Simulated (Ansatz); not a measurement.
Reaction (formal exchange of groups at the Si–B bond): `CB(N)[SiH2][SiH3]` + `[F][GeH3]` → `[F][GeH2][SiH2][SiH3]` + `CBN`

Program: Ansatz. Geometries: PBE0-D4/def2-TZVP. ΔE: electronic, gas phase. CBS: MP2 limit from def2 TZ/QZ plus the TZ coupled-cluster correction, frozen cores. Functionals use def2-TZVPP. For Ge outer-core shells are correlated without core-valence functions, which leaves a few kJ/mol of doubt a bond. Scalar relativity is left out up to krypton. One conformer a species, not always the lowest.

`CB(N)[SiH2][SiH3]`:

```xyz
15

C    -1.677    0.022    1.121
B    -0.811   -0.705    0.029
N    -1.419   -1.412   -1.003
Si    1.213   -0.593    0.057
Si    1.904    1.589   -0.436
H    -2.755   -0.106    0.984
H    -1.466    1.097    1.132
H    -1.419   -0.336    2.124
H    -0.913   -1.898   -1.724
H    -2.421   -1.488   -1.095
H     1.773   -0.938    1.398
H     1.853   -1.507   -0.939
H     1.307    2.549    0.535
H     3.384    1.743   -0.385
H     1.446    1.983   -1.799
```

`[F][GeH3]`:

```xyz
5

F    -1.036   -0.363   -1.233
Ge    0.057    0.020    0.068
H     0.610    1.418   -0.234
H    -0.778   -0.016    1.354
H     1.146   -1.059    0.045
```

`[F][GeH2][SiH2][SiH3]`:

Cartesian coordinates in Å:
```
F 0.430 2.446 -0.445
Ge -0.984 1.474 -0.811
Si -0.763 -0.496 0.516
Si 1.463 -1.207 0.439
H -2.189 2.374 -0.484
H -0.910 1.210 -2.326
H -1.677 -1.528 -0.049
H -1.188 -0.197 1.910
H 1.613 -2.509 1.143
H 1.873 -1.374 -0.980
H 2.332 -0.193 1.088
```

`CBN`:

Z-matrix (Å, degrees):
```
C
B 1 1.568
H 1 1.095 2 110.4
H 1 1.096 2 110.3 3 116.2
H 1 1.094 2 114.3 3 -121.9
N 2 1.392 1 122.0 3 122.1
H 2 1.202 1 121.0 3 -57.9
H 6 1.005 2 123.2 1 180.0
H 6 1.007 2 123.1 1 -0.0
```

Task: Is it downhill or uphill in electronic energy at CCSD(T)/CBS, and by how much? (Estimate.)

Result: Ansatz gave: Downhill: ΔE = -7.6 kcal/mol.

Task: What do these levels give: ωB97X-V, ωB97M-V, r2SCAN, HF/def2-TZVPP, HF/def2-QZVPP, HF/CBS(def2)? (An estimate is asked.)

Result: The calculation gave: ωB97X-V -7.2, ωB97M-V -7.6, r2SCAN -7.7, HF/def2-TZVPP -8.7, HF/def2-QZVPP -8.6, HF/CBS(def2) -8.5 kcal/mol.

Largest T1 diagnostic among the species: 0.013.

In def2-TZVPP, CCSD(T) changes the Hartree–Fock value by +1.8 kcal/mol (the triples alone add +0.4 kcal/mol) and MP2 by +1.6 kcal/mol. The D4 term adds +0.8 kcal/mol with B3LYP and +0.5 kcal/mol with PBE0; it sums over pairs of atoms, weighted by their polarisabilities, and B3LYP, whose exchange is more repulsive, gets the larger term.

B3LYP here is the variant with VWN-RPA as its local correlation; programs differ in this.
